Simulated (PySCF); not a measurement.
CH₆ClNOSi. Atoms are numbered in the order given.

```xyz
11

C      1.6902    -0.8557    -0.5117
Si     0.0720     0.0353    -0.3300
N     -1.0913    -0.6745    -1.3771
O      0.1488     1.6623    -0.6434
Cl    -0.4550    -0.0392     1.6793
H      1.6044    -1.9034    -0.1847
H      2.4555    -0.3711     0.1125
H      2.0353    -0.8434    -1.5572
H     -2.0562    -0.3629    -1.3286
H     -1.0535    -1.6754    -1.5385
H      0.0487     1.8868    -1.5737
```

Geometry optimised at PBE0-D3(BJ)/def2-SVP. This is a generated structure with no PubChem entry under its InChIKey; it may be hypothetical. One conformer was computed; it need not be the lowest.

Computed with PySCF 2.14.0 with TDDFT-ωB97X/def2-SVPD.

Vertical excitations. Gas-phase values at a fixed geometry.

```tsv
state	energy (eV)	λ (nm)	f	main pairs
S1	7.33	169	0.061	HOMO→LUMO 76 %
S2	8.40	148	0.079	HOMO−2→LUMO 37 %, HOMO−1→LUMO 22 %, HOMO−3→LUMO 11 %, HOMO−2→LUMO+1 8 %
S3	8.64	143	0.024	HOMO→LUMO+1 33 %, HOMO→LUMO+2 10 %, HOMO−1→LUMO 9 %, HOMO→LUMO 9 %
S4	8.76	142	0.076	HOMO−1→LUMO 45 %, HOMO−2→LUMO 15 %, HOMO−1→LUMO+3 9 %, HOMO→LUMO+1 7 %
S5	8.97	138	0.096	HOMO→LUMO+1 31 %, HOMO−3→LUMO 15 %, HOMO→LUMO+3 13 %, HOMO−3→LUMO+3 6 %
S6	9.06	137	0.014	HOMO→LUMO+4 19 %, HOMO→LUMO+7 13 %, HOMO→LUMO+2 11 %, HOMO→LUMO+8 8 %
S7	9.28	134	0.011	HOMO→LUMO+3 13 %, HOMO−1→LUMO+3 11 %, HOMO−1→LUMO+1 8 %, HOMO→LUMO+8 7 %
S8	9.39	132	0.006	HOMO→LUMO+2 24 %, HOMO→LUMO+9 17 %, HOMO→LUMO+7 10 %, HOMO→LUMO+5 7 %
S9	9.45	131	0.063	HOMO−3→LUMO 16 %, HOMO→LUMO+6 12 %, HOMO→LUMO+5 12 %, HOMO−1→LUMO+3 10 %
S10	9.62	129	0.084	HOMO−4→LUMO 35 %, HOMO−4→LUMO+1 10 %, HOMO−1→LUMO+3 6 %, HOMO−2→LUMO 6 %
T1	7.10	175	0	HOMO→LUMO 69 %, HOMO→LUMO+2 12 %
T2	8.10	153	0	HOMO−2→LUMO 32 %, HOMO−1→LUMO 20 %, HOMO−2→LUMO+1 10 %, HOMO−3→LUMO 10 %
T3	8.34	149	0	HOMO→LUMO+3 33 %, HOMO−3→LUMO 10 %, HOMO→LUMO+7 7 %
T4	8.43	147	0	HOMO−1→LUMO 27 %, HOMO−1→LUMO+3 14 %, HOMO→LUMO+1 11 %, HOMO−2→LUMO 8 %
```
Triplets are in the Tamm–Dancoff approximation, which puts them higher than full response would, so one can lie above its singlet here.
